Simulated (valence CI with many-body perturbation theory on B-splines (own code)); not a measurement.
Nd³⁺: configurations and terms from energies and g

Level of theory: valence CI with perturbative core correlation (CI+MBPT): three valence electrons over a frozen Dirac-Fock core [Xe], radial functions for each j: 8 s, 8 p, 9 d, 9 f, 6 g, 3 h, 2 i, with the one-electron correlation potential Σ1 (screened to all orders), the two-electron term Σ2, the three-electron term Σ3, Breit, model QED; the open f shell's mean field enters the energy denominators; selected single and double excitations, second order for the rest, scaled by the run's own slope (own B-spline code, finite nucleus).

Against 32 measured levels this calculation errs by 185 cm⁻¹ on average and by 445 at most. These come from a selection out of Arab et al., J. Quant. Spectrosc. Radiat. Transfer 229, 145 (2019) and Gaigalas et al. (2019), from Wyart et al. (2007). Levels without a partner in it may be off by more, other configurations by several thousand cm⁻¹.

```
No.     J  Parity  E (cm⁻¹)      g
  1   9/2     odd       0.0  0.732
  2  11/2     odd      1941  0.966
  3  13/2     odd      3992  1.106
  4  15/2     odd      6111  1.198
  5   3/2     odd     11774  0.426
  7   5/2     odd     12851  1.031
  8   7/2     odd     13830  1.212
  9   3/2     odd     14030  1.958
 10   9/2     odd     15107  1.239
 11  11/2     odd     16169  1.097
 13   5/2     odd     17947  0.574
 14   7/2     odd     19729  0.962
 15  13/2     odd     19821  0.935
 19  15/2     odd     21892  1.062
```

Energies count from the lowest level. Strongly mixed levels and levels close to another of their J and parity are left out, so the numbers can have gaps.

Question: Give configuration and LS term of each level.

Answer: 1: 4f3 4I°; 2: 4f3 4I°; 3: 4f3 4I°; 4: 4f3 4I°; 5: 4f3 4F°; 7: 4f3 4F°; 8: 4f3 4F°; 9: 4f3 4S°; 10: 4f3 4F°; 11: 4f3 2H°; 13: 4f3 4G°; 14: 4f3 4G°; 15: 4f3 2K°; 19: 4f3 2K°.
